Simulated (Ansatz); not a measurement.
Born–Oppenheimer molecular dynamics of CH₈O₂Si₂ (13 atoms, charge 0, multiplicity 1). It goes on from the last frame of an earlier run, with new velocities.

Computed with RKS PBE0-D4/6-31G in Ansatz.

```json
{"ensemble": "NVE (Milne-controlled integrator)", "time step": "1 fs", "steps asked": "250", "starting velocities drawn for": "400 K", "seed": "895916"}
```

First frame:

```xyz
13
Properties=species:S:1:pos:R:3
Si -0.056 -0.099 -0.043
O -0.144 0.198 1.655
C -0.975 -0.460 2.670
H -0.557 -1.309 3.019
H -1.061 0.219 3.592
H -2.053 -0.587 2.363
H 0.735 0.961 -0.643
O -1.572 0.202 -0.752
Si -2.400 1.647 -1.126
H -3.905 1.402 -1.490
H -2.422 2.485 0.031
H -1.757 2.107 -2.305
H 0.285 -1.469 -0.213
```

Task: How far do the bonds stretch over the last three quarters of this one trajectory? (Pairs bonded in most of those frames.)

Result: 
```
   bond  mean (Å)  spread (Å)  shortest  longest
 Si1–O2     1.722       0.027      1.68     1.78
 Si1–H7     1.499       0.038      1.44     1.56
 Si1–O8     1.695       0.023      1.65     1.74
Si1–H13     1.522       0.070      1.41     1.63
  O2–C3     1.444       0.035      1.37     1.51
  C3–H4     1.109       0.046      1.01     1.21
  C3–H5     1.100       0.047      1.01     1.18
  C3–H6     1.109       0.062      1.01     1.21
 O8–Si9     1.706       0.021      1.67     1.75
Si9–H10     1.519       0.082      1.38     1.65
Si9–H11     1.517       0.047      1.44     1.59
Si9–H12     1.512       0.053      1.43     1.61
```

Mean temperature of the second half: 496 K. The conserved energy stayed within 1.3 meV per atom of its start (net change 0.45 meV per atom), so the integration is sound. A run of 0.25 ps of so small a system gives no equilibrium averages. Limits of this set-up: no polarisation functions.

The run took 20 min on 1 thread of Arm Neoverse V1 (shared host), peak memory 0.16 GiB.
